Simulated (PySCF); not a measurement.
CH4BrInO, SMILES [OH][In]([CH3])[Br]. Atoms are numbered in the order given.

```xyz
8

In    -0.5850     0.0352     0.3696
Br     1.5395    -0.1035    -0.9588
C     -0.9776    -1.1456     2.1114
H     -0.9602    -2.2084     1.8325
H     -1.9617    -0.8771     2.5181
H     -0.1935    -0.9543     2.8571
O     -1.8455     1.3767    -0.4047
H     -1.4715     1.7978    -1.1923
```

Coordinates come from a r2SCAN-D4/def2-SVP optimisation. The structure was generated by enumeration; whether it is a known compound was not checked. The def2 effective core potentials stand for the cores of In; spin–orbit coupling is left out. Other conformers were not sampled.

Method: TDDFT-M06-2X/def2-SVPD in PySCF 2.14.0.

Vertical excitations. Gas-phase values at a fixed geometry.

```
state  energy (eV)  λ (nm)      f                                              main pairs
-----  -----------  ------  -----  ------------------------------------------------------
S1            5.65     219  0.071                                          HOMO→LUMO 84 %
S2            5.70     217  0.001                      HOMO−1→LUMO 53 %, HOMO→LUMO+1 33 %
S3            5.73     216  0.006                      HOMO→LUMO+1 63 %, HOMO−1→LUMO 27 %
S4            6.12     203  0.010                    HOMO−1→LUMO+1 70 %, HOMO−2→LUMO 14 %
S5            6.20     200  0.025                    HOMO−3→LUMO 50 %, HOMO−2→LUMO+1 32 %
S6            6.31     197  0.029                    HOMO−2→LUMO+1 66 %, HOMO−3→LUMO 25 %
S7            6.66     186  0.030  HOMO−3→LUMO+1 45 %, HOMO−4→LUMO 32 %, HOMO−2→LUMO 10 %
S8            6.74     184  0.004                                      HOMO−4→LUMO+1 94 %
S9            6.76     183  0.452                    HOMO−2→LUMO 66 %, HOMO−1→LUMO+1 20 %
S10           7.29     170  0.237                    HOMO−4→LUMO 44 %, HOMO−3→LUMO+1 38 %
T1            5.14     241      0                                          HOMO→LUMO 73 %
T2            5.45     228      0                                        HOMO−1→LUMO 72 %
T3            5.54     224      0                    HOMO−2→LUMO 65 %, HOMO−1→LUMO+1 14 %
T4            5.57     223      0                                        HOMO→LUMO+1 84 %
```
Triplets are in the Tamm–Dancoff approximation, which puts them higher than full response would, so one can lie above its singlet here.
